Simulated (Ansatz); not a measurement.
Reaction (redistribution): `[OH][W]([OH])([OH])([OH])([Cl])[Cl]` + `N[SiH](F)Cl` → `[OH][W]([OH])([OH])([Cl])([Cl])[Cl]` + `N[SiH](O)F`

Gas-phase electronic energies from Ansatz, PBE0-D4/def2-TZVP geometries. CCSD(T)/CBS is the MP2 limit (def2-TZVPP, def2-QZVPP) plus CCSD(T) − MP2 in def2-TZVPP, frozen cores. This one scheme is used for every species. Functionals use def2-TZVPP. B3LYP here is the variant with VWN-RPA as its local correlation; programs differ in this. def2 core potentials past Kr. For W outer-core shells are correlated without core-valence functions, which leaves a few kJ/mol of doubt a bond. Each species was taken in one conformer, which may not be the lowest.

CCSD(T)/CBS gives -8.8 kJ/mol.

**Question.** Another level gave -11.0 kJ/mol. Which?
A. MP2/def2-TZVPP
B. ωB97X-V/def2-TZVPP
C. B3LYP-D4/def2-TZVPP
D. CCSD/def2-TZVPP

**Answer.** C. B3LYP-D4 -11.0, CCSD/def2-TZVPP -5.6, ωB97X-V 1.4, MP2/def2-TZVPP -16.2 kJ/mol.

Largest T1 diagnostic among the species: 0.022, so the coupled-cluster value is less sure than usual.

At CCSD(T), def2-SVP lies +9.5 kJ/mol from the extrapolated value and def2-TZVPP +0.1 kJ/mol. Leaving LDA and LC-ωPBE aside and taking each functional with its dispersion term where it has one, the values, not all of them listed here, spread over 13.3 kJ/mol, from B2PLYP to ωB97X-V. LDA lies −3.1 kJ/mol from PBE without D4.
